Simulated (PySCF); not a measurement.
**`Cl[C@@H]1C[C@@H](CO)[C@@H]1Br`, C5H8BrClO**

Molfile (atoms numbered from 1):
```
C5H8BrClO
     RDKit          3D

 16 16  0  0  0  0  0  0  0  0999 V2000
    1.4973    1.2770   -0.1255 O   0  0  0  0  0  0  0  0  0  0  0  0
    1.6252   -0.1259   -0.2096 C   0  0  0  0  0  0  0  0  0  0  0  0
    0.2474   -0.7640   -0.0786 C   0  0  2  0  0  0  0  0  0  0  0  0
   -0.8169   -0.1873   -1.0322 C   0  0  0  0  0  0  0  0  0  0  0  0
   -1.3843    0.6237    0.1357 C   0  0  1  0  0  0  0  0  0  0  0  0
   -3.1438    0.6250    0.3279 Cl  0  0  0  0  0  0  0  0  0  0  0  0
   -0.5534   -0.2161    1.1151 C   0  0  1  0  0  0  0  0  0  0  0  0
   -1.5363   -1.5920    2.0607 Br  0  0  0  0  0  0  0  0  0  0  0  0
    2.3608    1.6799   -0.2610 H   0  0  0  0  0  0  0  0  0  0  0  0
    2.2752   -0.5014    0.5946 H   0  0  0  0  0  0  0  0  0  0  0  0
    2.0637   -0.4192   -1.1737 H   0  0  0  0  0  0  0  0  0  0  0  0
    0.3576   -1.8484   -0.1061 H   0  0  0  0  0  0  0  0  0  0  0  0
   -0.4442    0.3993   -1.8673 H   0  0  0  0  0  0  0  0  0  0  0  0
   -1.5100   -0.9454   -1.3896 H   0  0  0  0  0  0  0  0  0  0  0  0
   -1.0504    1.6615    0.1336 H   0  0  0  0  0  0  0  0  0  0  0  0
    0.0045    0.3424    1.8646 H   0  0  0  0  0  0  0  0  0  0  0  0
  1  2  1  0
  2  3  1  0
  3  4  1  0
  4  5  1  0
  5  6  1  0
  5  7  1  0
  7  8  1  0
  7  3  1  0
  1  9  1  0
  2 10  1  0
  2 11  1  0
  3 12  1  1
  4 13  1  0
  4 14  1  0
  5 15  1  6
  7 16  1  1
M  END
```

Method used: TDDFT CAM-B3LYP/def2-SVPD circular dichroism and optical rotation, one conformer, gas phase (PySCF). Geometry: GFN2-xTB.

The molecule is flexible and this is one conformer; a measurement averages over conformers. The calculation is non-relativistic, which matters for the atoms heavier than Zn.

Q: Draw the ECD and absorption spectra from the lowest 16 states, each a Gaussian of half-width 0.25 eV at 1/e height.

A: 
```tsv
E (eV)	λ (nm)	Δε (L mol⁻¹ cm⁻¹)	ε (L mol⁻¹ cm⁻¹)
5.41	229	-0.01	1.55
5.51	225	-0.05	6.94
5.61	221	-0.13	22.7
5.71	217	-0.28	54.1
5.81	213	-0.41	94.1
5.91	210	-0.42	119
6.01	206	-0.31	110
6.11	203	-0.16	74.2
6.21	200	-0.05	36.5
6.31	196	0.00	13.8
6.41	193	+0.07	8
6.51	190	+0.27	20.5
6.61	188	+0.73	63
6.71	185	+1.31	148
6.81	182	+1.50	258
6.91	179	+0.82	338
7.01	177	-0.32	343
7.11	174	-0.67	332
7.21	172	+0.98	531
7.31	170	+5.66	1310
7.41	167	+13.57	2910
7.51	165	+21.96	4920
7.61	163	+25.07	6300
7.71	161	+18.33	6440
7.81	159	+1.83	5980
7.91	157	-20.28	6120
8.01	155	-39.98	7190
8.11	153	-46.99	8340
8.21	151	-37.68	8400
```
Δε uses R in velocity form, ε uses f in length form. Only the states computed contribute, so the short-wavelength end is incomplete.
